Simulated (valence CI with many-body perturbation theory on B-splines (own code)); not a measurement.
# E1 transitions of Mn III

Level of theory: valence CI with perturbative core correlation (CI+MBPT): five valence electrons over a frozen Dirac-Fock core [Ar], a basis of 7 s, 7 p, 8 d, 6 f, 4 g, 1 h functions for each j, with the one-electron correlation potential Σ1 (screened to all orders), the two-electron term Σ2, the three-electron term Σ3, Breit, model QED; selected single and double excitations, second order for the rest, scaled by the run's own slope (own B-spline code, finite nucleus).

Set against measurement, 66 paired levels are off by 3392 cm⁻¹ on average, the worst by 6534. These come from a selection out of Corliss and Sugar, J. Phys. Chem. Ref. Data 6, 1253 (1977). Levels without a partner in it may be off by more, other configurations by 1,000 to 8,000 cm⁻¹. Among the levels kept, up to 2300 cm⁻¹ of a level comes from second order outside the variational space, and about a tenth of that is noise between levels of different J, which matters for small intervals.

Lines 301 to 350 of 573 in falling wavelength, among levels below 17.628 eV, chosen from the strongest by gf and those to the six lowest levels. Wavelengths and rates use the calculated energies, so an error of 3000 cm⁻¹ moves a line at 1979 Å by 5.9 % and its rate by three times that or more. Electric multipoles are in the length gauge, E1 and E2 with the static RPA response of the core. Weak lines are less certain than strong ones. Lines between different terms over intervals too small for the method are left out, as are lines whose strength nearly cancels. Where a level lies close to another of its J and parity, the split of strength between their lines is uncertain. The highest levels of a list are the least certain.

Names give the largest LS component (configuration and term), which can be under half, so a name can repeat, a term be missing and a line seem to break the LS rules; names also repeat where a configuration has a term twice. Letters in brackets count levels of one name in rising energy.

| λ vac (Å) | Upper | Lower | A (s⁻¹) | S (a.u.) with core polarisation | S without |
| --- | --- | --- | --- | --- | --- |
| 1979 | 3d⁴4p ⁶D°_7/2 | 3d⁴4s ⁶D_5/2 | 1.76e+08 | 5.37e+00 | 5.79e+00 |
| 1978 | 3d⁴4p ⁴F°_7/2 [c] | 3d⁴4s ⁴F_7/2 [a] | 3.13e+07 | 9.55e-01 | 1.03e+00 |
| 1977 | 3d⁴4p ⁶D°_9/2 | 3d⁴4s ⁶D_7/2 | 1.04e+08 | 3.95e+00 | 4.26e+00 |
| 1975 | 3d⁴4p ⁶D°_3/2 | 3d⁴4s ⁶D_1/2 | 1.46e+08 | 2.22e+00 | 2.40e+00 |
| 1974 | 3d⁴4p ⁶D°_5/2 | 3d⁴4s ⁶D_3/2 | 1.35e+08 | 3.07e+00 | 3.31e+00 |
| 1972 | 3d⁴4p ²F°_7/2 [d] | 3d⁴4s ²G_9/2 [b] | 3.32e+07 | 1.01e+00 | 1.08e+00 |
| 1963 | 3d⁴4p ⁴S°_3/2 | 3d⁴4s ⁴P_3/2 [a] | 1.38e+08 | 2.06e+00 | 2.22e+00 |
| 1948 | 3d⁴4p ²F°_7/2 [c] | 3d⁴4s ²F_7/2 [a] | 3.09e+07 | 9.01e-01 | 9.61e-01 |
| 1946 | 3d⁴4p ²G°_9/2 [d] | 3d⁴4s ²G_9/2 [a] | 4.49e+07 | 1.63e+00 | 1.74e+00 |
| 1940 | 3d⁴4p ²G°_7/2 [d] | 3d⁴4s ²G_7/2 [a] | 5.63e+07 | 1.62e+00 | 1.73e+00 |
| 1932 | 3d⁴4p ²G°_9/2 [c] | 3d⁴4s ²H_11/2 | 6.43e+07 | 2.29e+00 | 2.44e+00 |
| 1930 | 3d⁴4p ²H°_11/2 [d] | 3d⁴4s ²G_9/2 [a] | 4.62e+07 | 1.97e+00 | 2.10e+00 |
| 1924 | 3d⁴4p ²G°_7/2 [c] | 3d⁴4s ²H_9/2 | 6.28e+07 | 1.77e+00 | 1.89e+00 |
| 1921 | 3d⁴4p ⁴H°_7/2 [b] | 3d⁴4s ⁴H_7/2 | 7.10e+07 | 1.99e+00 | 2.13e+00 |
| 1916 | 3d⁴4p ²I°_13/2 [b] | 3d⁴4s ²H_11/2 | 1.71e+07 | 8.32e-01 | 8.86e-01 |
| 1916 | 3d⁴4p ⁴H°_9/2 [b] | 3d⁴4s ⁴H_9/2 | 6.17e+07 | 2.14e+00 | 2.30e+00 |
| 1910 | 3d⁴4p ⁴H°_11/2 [b] | 3d⁴4s ⁴H_11/2 | 6.30e+07 | 2.60e+00 | 2.79e+00 |
| 1909 | 3d⁴4p ²H°_9/2 [d] | 3d⁴4s ²G_7/2 [a] | 5.59e+07 | 1.92e+00 | 2.04e+00 |
| 1906 | 3d⁴4p ⁴G°_9/2 [c] | 3d⁴4s ⁴F_7/2 [a] | 2.78e+07 | 9.50e-01 | 1.02e+00 |
| 1903 | 3d⁴4p ⁴G°_11/2 [c] | 3d⁴4s ⁴F_9/2 [a] | 3.44e+07 | 1.40e+00 | 1.51e+00 |
| 1902 | 3d⁴4p ⁴H°_13/2 [b] | 3d⁴4s ⁴H_13/2 | 7.00e+07 | 3.33e+00 | 3.57e+00 |
| 1902 | 3d⁴4p ²I°_11/2 [b] | 3d⁴4s ²H_9/2 | 2.53e+07 | 1.03e+00 | 1.10e+00 |
| 1888 | 3d⁴4p ²F°_7/2 [d] | 3d⁴4s ²G_9/2 [a] | 3.85e+07 | 1.02e+00 | 1.09e+00 |
| 1871 | 3d⁴4p ²F°_5/2 [d] | 3d⁴4s ²G_7/2 [a] | 5.64e+07 | 1.09e+00 | 1.16e+00 |
| 1864 | 3d⁴4p ²G°_7/2 [d] | 3d⁴4s ²F_5/2 [a] | 4.76e+07 | 1.22e+00 | 1.30e+00 |
| 1861 | 3d⁴4p ²G°_9/2 [d] | 3d⁴4s ²F_7/2 [a] | 4.35e+07 | 1.38e+00 | 1.47e+00 |
| 1860 | 3d⁴4p ²H°_11/2 [c] | 3d⁴4s ²H_11/2 | 5.12e+07 | 1.95e+00 | 2.08e+00 |
| 1859 | 3d⁴4p ²H°_9/2 [c] | 3d⁴4s ²H_9/2 | 5.11e+07 | 1.62e+00 | 1.73e+00 |
| 1858 | 3d⁴4p ²H°_11/2 [b] | 3d⁴4s ⁴H_13/2 | 2.85e+07 | 1.08e+00 | 1.16e+00 |
| 1848 | 3d⁴4p ²G°_9/2 [b] | 3d⁴4s ⁴H_11/2 | 2.97e+07 | 9.27e-01 | 9.94e-01 |
| 1837 | 3d⁴4p ⁴G°_5/2 [c] | 3d⁴4s ⁴H_7/2 | 6.78e+07 | 1.24e+00 | 1.33e+00 |
| 1833 | 3d⁴4p ⁴G°_7/2 [c] | 3d⁴4s ⁴H_9/2 | 8.64e+07 | 2.10e+00 | 2.25e+00 |
| 1829 | 3d⁴4p ⁴G°_9/2 [c] | 3d⁴4s ⁴H_11/2 | 6.34e+07 | 1.91e+00 | 2.05e+00 |
| 1829 | 3d⁴4p ²F°_5/2 [b] | 3d⁴4s ⁴H_7/2 | 4.32e+07 | 7.82e-01 | 8.38e-01 |
| 1828 | 3d⁴4p ⁴G°_11/2 [c] | 3d⁴4s ⁴H_13/2 | 6.59e+07 | 2.38e+00 | 2.55e+00 |
| 1813 | 3d⁴4p ⁴F°_7/2 [d] | 3d⁴4s ⁴G_9/2 | 6.01e+07 | 1.42e+00 | 1.52e+00 |
| 1812 | 3d⁴4p ⁴F°_5/2 [d] | 3d⁴4s ⁴G_7/2 | 5.36e+07 | 9.44e-01 | 1.01e+00 |
| 1812 | 3d⁴4p ⁴F°_9/2 [d] | 3d⁴4s ⁴G_11/2 | 5.91e+07 | 1.74e+00 | 1.86e+00 |
| 1812 | 3d⁴4p ⁴F°_3/2 [d] | 3d⁴4s ⁴G_5/2 | 7.13e+07 | 8.37e-01 | 8.96e-01 |
| 1489 | 3d⁴4p ⁴F°_9/2 [a] | 3d⁵ ⁴F_9/2 | 5.61e+07 | 9.13e-01 | 9.78e-01 |
| 1470 | 3d⁴4p ²G°_7/2 [c] | 3d⁵ ²G_7/2 [b] | 1.06e+08 | 1.33e+00 | 1.43e+00 |
| 1468 | 3d⁴4p ²G°_9/2 [c] | 3d⁵ ²G_9/2 [b] | 1.11e+08 | 1.73e+00 | 1.86e+00 |
| 1411 | 3d⁴4p ⁴D°_1/2 [a] | 3d⁵ ⁴F_3/2 | 2.29e+08 | 6.37e-01 | 6.82e-01 |
| 1410 | 3d⁴4p ⁴D°_3/2 [a] | 3d⁵ ⁴F_5/2 | 1.17e+08 | 6.48e-01 | 6.94e-01 |
| 1404 | 3d⁴4p ⁴D°_5/2 [a] | 3d⁵ ⁴F_7/2 | 1.96e+08 | 1.61e+00 | 1.73e+00 |
| 1399 | 3d⁴4p ⁴D°_7/2 [a] | 3d⁵ ⁴F_9/2 | 2.25e+08 | 2.44e+00 | 2.61e+00 |
| 1385 | 3d⁴4p ²F°_7/2 [b] | 3d⁵ ²D_5/2 [b] | 7.98e+07 | 8.37e-01 | 8.97e-01 |
| 1377 | 3d⁴4p ²H°_11/2 [d] | 3d⁵ ²G_9/2 [b] | 7.29e+07 | 1.13e+00 | 1.21e+00 |
| 1371 | 3d⁴4p ²H°_9/2 [d] | 3d⁵ ²G_7/2 [b] | 8.14e+07 | 1.04e+00 | 1.11e+00 |
| 1356 | 3d⁴4p ²F°_7/2 [d] | 3d⁵ ²G_9/2 [b] | 1.02e+08 | 1.00e+00 | 1.07e+00 |
